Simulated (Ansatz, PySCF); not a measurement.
Process, species as SMILES: O=[Si]=O [dioxosilane] + 4 [H][H] (H2) → 2 O (H2O) + [SiH4] (SiH4)
Geometries: B3LYP-D3(BJ)/def2-TZVP minima from Ansatz (a quantum-chemistry and plane-wave program).

Wanted: energy of full hydrogenation (enthalpy at 298 K, with B3LYP-D3(BJ) rigid-rotor harmonic-oscillator terms from PySCF), in kJ/mol. Valence correlation only, unless marked. No spin-orbit coupling. No relativistic terms. CBS(X,Y): correlation extrapolated as X^-3; Hartree-Fock from the larger set.

| level | program | energy of full hydrogenation (kJ/mol) |
|---|---|---|
| BP86/def2-TZVPD | PySCF | -148.5 |

Question: What does CCSD(T)/CBS(cc-pV(T+d)Z,cc-pV(Q+d)Z) (Ansatz) give?

Answer: -178.9 kJ/mol, so BP86/def2-TZVPD differs from it by 30.4 kJ/mol.
